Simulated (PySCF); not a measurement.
## Sn: ionisation energy

Sn [Kr] 4d10 5s2 5p2 (3P) → Sn⁺ [Kr] 4d10 5s2 5p1 (2P), as a difference of total energies. Calculation: PySCF 2.14, in cc-pVTZ-PP with ECP28MDF (5s4p3d1f, 39 functions); a scalar-relativistic core potential. Correlated levels: valence: 4s2 4p6 4d10 frozen. The calculations carry no spin-orbit coupling.

| method | ionisation energy (eV) |
| --- | --- |
| UHF | 6.857 |
| M06-2X | 7.190 |
| r2SCAN | 7.409 |
| MP2 (valence) | 7.154 |
| SCS-MP2 (valence) | 7.090 |
| CCSD (valence) | 7.185 |
| CCSD(T) (valence) | 7.210 |

How much does correlation contribute at CCSD(T) (valence)?

7.210 − (6.857) = 0.353 eV, measured against UHF.

Errors of the correlated levels include the incompleteness of this basis and the frozen core.

For comparison: 7.389 eV (measured; NIST levels, between the centres of gravity of the two terms).
